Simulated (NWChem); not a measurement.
System: GeS, singlet; SMILES [S]=[Ge]

Input file for NWChem:

```
start job
memory heap 200 mb stack 900 mb global 1100 mb
geometry units angstroms noautosym nocenter noautoz
  Ge     0.000000     0.000000    -0.669846
  S      0.000000     0.000000     1.348194
end
basis spherical
  * library cc-pvtz
end
dft
  xc xcamb88 1.00 lyp 0.81 vwn_5 0.19 hfexch 1.00
  cam 0.33 cam_alpha 0.19 cam_beta 0.46
  iterations 150
end
property
  efieldgrad
end
task dft property
```

NWChem printed, in part:

```
             Northwest Computational Chemistry Package (NWChem) 7.3.0
             --------------------------------------------------------

                             Geometry "geometry" -> ""
                             -------------------------

 Output coordinates in angstroms (scale by  1.889725989 to convert to a.u.)

  No.       Tag          Charge          X              Y              Z
 ---- ---------------- ---------- -------------- -------------- --------------
    1 Ge                  32.0000     0.00000000     0.00000000    -0.66984600
    2 S                   16.0000     0.00000000     0.00000000     1.34819400

 Effective nuclear repulsion energy (a.u.)     134.2583652890

                              NWChem Property Module
                              ----------------------

  itol2e modified to match energy
  convergence criterion.

                                 NWChem DFT Module
                                 -----------------

 Summary of "ao basis" -> "ao basis" (spherical)
 ------------------------------------------------------------------------------
       Tag                 Description            Shells   Functions and Types
 ---------------- ------------------------------  ------  ---------------------
 Ge                         cc-pvtz                 15       43   6s5p3d1f
 S                          cc-pvtz                 12       34   5s4p2d1f

  itol2e modified to match energy
  convergence criterion.

            General Information
            -------------------
          SCF calculation type: DFT
          Wavefunction type:  closed shell.
          No. of atoms     :     2
          No. of electrons :    48
           Alpha electrons :    24
            Beta electrons :    24
          Charge           :     0
          Spin multiplicity:     1
          Use of symmetry is: off; symmetry adaption is: off
          Maximum number of iterations: 150
          AO basis - number of functions:    77
                     number of shells:    27
          Convergence on energy requested:  1.00D-07
          Convergence on density requested:  1.00D-05
          Convergence on gradient requested:  5.00D-04

              XC Information
              --------------
                     Hartree-Fock (Exact) Exchange  1.000
                   CAM-Becke88 Exchange Functional  1.000
                      VWN V Correlation Functional  0.190 local
              Lee-Yang-Parr Correlation Functional  0.810

           Range-Separation Parameters
           ---------------------------
           Alpha           :  0.19
           Beta            :  0.46
           Gamma           :  0.33
           Short-Range HF  :     F

             Grid Information
             ----------------
          Grid used for XC integration:  fine
          Radial quadrature: Mura-Knowles
          Angular quadrature: Lebedev.
          Tag              B.-S. Rad. Rad. Pts. Rad. Cut. Ang. Pts.
          ---              ---------- --------- --------- ---------
          Ge                  1.25      140           9.0       974
          S                   1.00      123           9.0       770
          Grid pruning is: on
          Number of quadrature shells:   263
          Spatial weights used:  Erf1

      Superposition of Atomic Density Guess
      -------------------------------------

 Sum of atomic energies:       -2472.83317470

      Non-variational initial energy
      ------------------------------

 Total energy =   -2473.013283
 1-e energy   =   -3712.400903
 2-e energy   =    1105.129255
 HOMO         =      -0.286991
 LUMO         =      -0.040871

   convergence    iter        energy       DeltaE   RMS-Dens  Diis-err
 ---------------- ----- ----------------- --------- --------- ---------
 d= 0,ls=0.0,diis     1  -2475.3389122751 -2.61D+03  1.26D-02  5.99D-01
 d= 0,ls=0.0,diis     2  -2475.2367403155  1.02D-01  7.97D-03  9.94D-01
 d= 0,ls=0.0,diis     3  -2475.4029725660 -1.66D-01  1.69D-03  7.16D-02
 d= 0,ls=0.0,diis     4  -2475.4116215209 -8.65D-03  3.58D-04  2.37D-03
 d= 0,ls=0.0,diis     5  -2475.4118208954 -1.99D-04  7.46D-05  5.87D-05
  Resetting Diis
 d= 0,ls=0.0,diis     6  -2475.4118256644 -4.77D-06  1.87D-05  4.59D-06
 d= 0,ls=0.0,diis     7  -2475.4118264608 -7.96D-07  5.63D-06  1.86D-07
 d= 0,ls=0.0,diis     8  -2475.4118264891 -2.84D-08  2.53D-06  8.05D-08

         Total DFT energy =    -2475.411826489127
      One electron energy =    -3711.998558847928
           Coulomb energy =     1207.137082310667
    Exchange-Corr. energy =     -104.808715240881
 Nuclear repulsion energy =      134.258365289016

 Numeric. integr. density =       47.999999990055

                       DFT Final Molecular Orbital Analysis
                       ------------------------------------

 Vector   22  Occ=2.000000D+00  E=-3.374410D-01
              MO Center=  5.2D-09,  9.0D-09,  8.2D-02, r^2= 3.4D+00
   Bfn.  Coefficient  Atom+Function         Bfn.  Coefficient  Atom+Function
  ----- ------------  ---------------      ----- ------------  ---------------
    54      0.379354  2 S  pz                15     -0.340820  1 Ge pz
     6      0.308407  1 Ge s                 60      0.261318  2 S  pz
     4      0.201255  1 Ge s                 57      0.179982  2 S  pz
    18     -0.132567  1 Ge pz                 5      0.127669  1 Ge s
    21     -0.102078  1 Ge pz                48      0.074405  2 S  s

 Vector   23  Occ=2.000000D+00  E=-3.359810D-01
              MO Center= -8.5D-09, -7.5D-09,  9.0D-01, r^2= 2.1D+00
   Bfn.  Coefficient  Atom+Function         Bfn.  Coefficient  Atom+Function
  ----- ------------  ---------------      ----- ------------  ---------------
    52      0.337616  2 S  px                53      0.295577  2 S  py
    58      0.232631  2 S  px                59      0.203665  2 S  py
    13      0.171543  1 Ge px                55      0.152889  2 S  px
    14      0.150183  1 Ge py                56      0.133852  2 S  py
    19      0.090991  1 Ge px                20      0.079661  1 Ge py

 Vector   24  Occ=2.000000D+00  E=-3.359810D-01
              MO Center=  2.4D-09, -2.7D-09,  9.0D-01, r^2= 2.1D+00
   Bfn.  Coefficient  Atom+Function         Bfn.  Coefficient  Atom+Function
  ----- ------------  ---------------      ----- ------------  ---------------
    53      0.337616  2 S  py                52     -0.295577  2 S  px
    59      0.232631  2 S  py                58     -0.203665  2 S  px
    14      0.171543  1 Ge py                56      0.152889  2 S  py
    13     -0.150183  1 Ge px                55     -0.133852  2 S  px
    20      0.090991  1 Ge py                19     -0.079661  1 Ge px

 Vector   25  Occ=0.000000D+00  E=-5.069821D-02
              MO Center=  9.8D-10,  1.5D-09, -3.5D-01, r^2= 3.8D+00
   Bfn.  Coefficient  Atom+Function         Bfn.  Coefficient  Atom+Function
  ----- ------------  ---------------      ----- ------------  ---------------
    20      0.470886  1 Ge py                14      0.355123  1 Ge py
    19      0.332925  1 Ge px                59     -0.309930  2 S  py
    13      0.251078  1 Ge px                58     -0.219126  2 S  px
    53     -0.193402  2 S  py                52     -0.136738  2 S  px
    17      0.121395  1 Ge py                56     -0.107095  2 S  py

 Vector   26  Occ=0.000000D+00  E=-5.069821D-02
              MO Center= -7.7D-11,  5.6D-10, -3.5D-01, r^2= 3.8D+00
   Bfn.  Coefficient  Atom+Function         Bfn.  Coefficient  Atom+Function
  ----- ------------  ---------------      ----- ------------  ---------------
    19      0.470886  1 Ge px                13      0.355123  1 Ge px
    20     -0.332925  1 Ge py                58     -0.309930  2 S  px
    14     -0.251078  1 Ge py                59      0.219126  2 S  py
    52     -0.193402  2 S  px                53      0.136738  2 S  py
    16      0.121395  1 Ge px                55     -0.107095  2 S  px

 Vector   27  Occ=0.000000D+00  E= 7.160431D-02
              MO Center=  1.6D-11, -2.4D-10, -4.3D-01, r^2= 6.7D+00
   Bfn.  Coefficient  Atom+Function         Bfn.  Coefficient  Atom+Function
  ----- ------------  ---------------      ----- ------------  ---------------
    21      1.517107  1 Ge pz                48     -1.515087  2 S  s
     6      1.118883  1 Ge s                 60      0.861766  2 S  pz
    15      0.284577  1 Ge pz                 4      0.205126  1 Ge s
    54      0.204023  2 S  pz                45      0.119640  2 S  s
    24      0.094724  1 Ge d  0              34      0.092236  1 Ge d  0

     Multipole analysis of the density
     ---------------------------------

     L   x y z        total         alpha         beta         nuclear
     -   - - -        -----         -----         ----         -------
     0   0 0 0     -0.000000    -24.000000    -24.000000     48.000000

     1   1 0 0      0.000000      0.000000      0.000000      0.000000
     1   0 1 0      0.000000      0.000000      0.000000      0.000000
     1   0 0 1     -0.919376     -0.588219     -0.588219      0.257063

     2   2 0 0    -21.873841    -10.936920    -10.936920      0.000000
     2   1 1 0      0.000000      0.000000      0.000000      0.000000
     2   1 0 1     -0.000000     -0.000000     -0.000000      0.000000
     2   0 2 0    -21.873841    -10.936920    -10.936920      0.000000
     2   0 1 1     -0.000000     -0.000000     -0.000000      0.000000
     2   0 0 2    -23.712662    -89.420259    -89.420259    155.127856

          -----------------------
          Electric field gradient
          -----------------------

 1 a.u. = 0.324123 10**(16) esu/cm**3  ( or statvolts/cm**2 ) = 0.97174 10**(22) v/m**2

 ------------------------------------------------------------
   Atom      X         Y         Z
 ------------------------------------------------------------
    1 Ge   0.00000   0.00000  -1.26583
 ------------------------------------------------------------

 Electric field gradient in molecular frame (a.u.)
         XX             YY             ZZ             XY             XZ             YZ
 ------------------------------------------------------------------------------------------
       -2.050827      -2.050827       4.101655      -0.000000       0.000000       0.000000

 Principal components (a.u.) and orientation
 of principal axis w.r.t. absolute frame                      Asymmetry parameter eta
 --------------------------------------------------------------------------------------
        4.101655      -2.050827      -2.050827                       0.000000

        0.000000       0.714695      -0.699436
        0.000000       0.699436       0.714695
        1.000000      -0.000000      -0.000000

 ------------------------------------------------------------
   Atom      X         Y         Z
 ------------------------------------------------------------
    2 S    0.00000   0.00000   2.54772
 ------------------------------------------------------------

 Electric field gradient in molecular frame (a.u.)
         XX             YY             ZZ             XY             XZ             YZ
 ------------------------------------------------------------------------------------------
       -0.172236      -0.172236       0.344473       0.000000       0.000000       0.000000

 Principal components (a.u.) and orientation
 of principal axis w.r.t. absolute frame                      Asymmetry parameter eta
 --------------------------------------------------------------------------------------
        0.344473      -0.172236      -0.172236                       0.000000

        0.000000      -0.698457       0.715652
        0.000000       0.715652       0.698457
        1.000000      -0.000000      -0.000000
```

Level: CAM-B3LYP/cc-pVTZ. Low-valent species are run as closed-shell singlets; no triplet was tried in these runs. Structure relaxed at the PBE0/def2-SVP level. NWChem prints the field gradient with the sign opposite to the second derivative of the potential.
